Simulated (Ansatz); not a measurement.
Basis-set series for CH₂I (`[CH2]I`) radical. The species carries charge 0 and has multiplicity 2. I takes the def2 core potential. The geometry is a stationary point of PBE0-D4/def2-TZVP.

```tsv
functional	basis	functions	energy (Eh)	HOMO (eV)	LUMO (eV)
PBE0-D4	def2-SVP	50	-336.87239	-6.16	-1.83
PBE0-D4	def2-QZVPP	199	-336.93321	-6.23	-2.09
ωB97M-V	def2-SVP	50	-336.85805	-8.15	0.15
ωB97M-V	def2-QZVPP	199	-336.92281	-8.24	-0.28
```

Task: Give the rows for def2-TZVPP. (Best estimate.)

Result: The calculation gave: 
| functional | basis | functions | energy (Eh) | HOMO (eV) | LUMO (eV) |
| --- | --- | --- | --- | --- | --- |
| PBE0-D4 | def2-TZVPP | 109 | -336.92944 | -6.22 | -2.04 |
| ωB97M-V | def2-TZVPP | 109 | -336.91902 | -8.22 | -0.19 |

HOMO and LUMO are taken over both spins.

Computed with Ansatz.
